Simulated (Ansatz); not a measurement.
Basis sets compared for Ca3 (the lowest singlet isomer of a short search). Total charge 0; singlet. Geometry PBE0/def2-TZVP. Ansatz on 4 threads of Arm Neoverse V2 on a shared host; times are rough, and most runs start from earlier orbitals.

```xyz
3

Ca    1.3565    1.0336    1.4922
Ca    0.8083   -1.6751   -1.2993
Ca   -2.1648    0.6415   -0.1929
```

The structure comes from a short search, and lower isomers may exist.

Binding counts from free atoms (Ca singlet) in the same basis, without a counterpoise term.

```
                       level  functions  energy (Eh)  HOMO (eV)  LUMO (eV)  binding per atom (eV)  wall time
                PBE/def2-SVP         72   -2031.7658      -3.36      -2.33                   0.36      0.7 s
               PBE/def2-TZVP        108   -2032.0246      -3.34      -2.42                   0.35      0.9 s
               PBE0/def2-SVP         72   -2031.9035      -3.83      -1.64                   0.30     0.95 s
PBE0/def2-TZVP (with forces)        108   -2032.1595      -3.82      -1.86                   0.29      1.6 s
```

Q: Estimate the rows for PBE/def2-TZVPD, PBE0/def2-TZVPD.

A: 
```
          level  functions  energy (Eh)  HOMO (eV)  LUMO (eV)  binding per atom (eV)  wall time
 PBE/def2-TZVPD        108   -2032.0246      -3.34      -2.42                   0.35      0.9 s
PBE0/def2-TZVPD        108   -2032.1595      -3.82      -1.86                   0.29     0.95 s
```
